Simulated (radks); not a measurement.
Problem. These are the eigenvalues of the occupied orbitals of an atom or ion with whole-number occupations (eV). Calculated with a radial shooting solver on a logarithmic mesh with Libxc functionals: scalar-relativistic Kohn-Sham, r2SCAN, spin-polarised, spherical densities, finite nucleus; meta-GGA in the generalised Kohn-Sham scheme; Fermi nuclear charge, rms radius of each element as measured or else 0.836 A^(1/3) + 0.57 fm.

orbital  eigenvalue
1s up     -61000.60
1s down   -60995.63
2s up     -13109.63
2s down   -13108.18
2p up     -12016.16
2p down   -12012.43
3s up     -5118.731
3s down   -5107.247
3p up     -4784.771
3p down   -4773.049

Which element is it, and in what charge state? The configuration may be excited. Open shells, if any, are filled with parallel spins first.

Solution. Z = 68, erbium, charge +51: Er51+ in [Ne] 3s2 3p5. The list shows which subshells hold electrons but not how many an open one holds; the 1s level, -2241.7 hartree, gives Z - s = 67.0 by -(Z - s)^2/2, which with screening and relativity narrows Z to a few neighbours, and the depths of the outer levels then fix element, charge and occupations together.
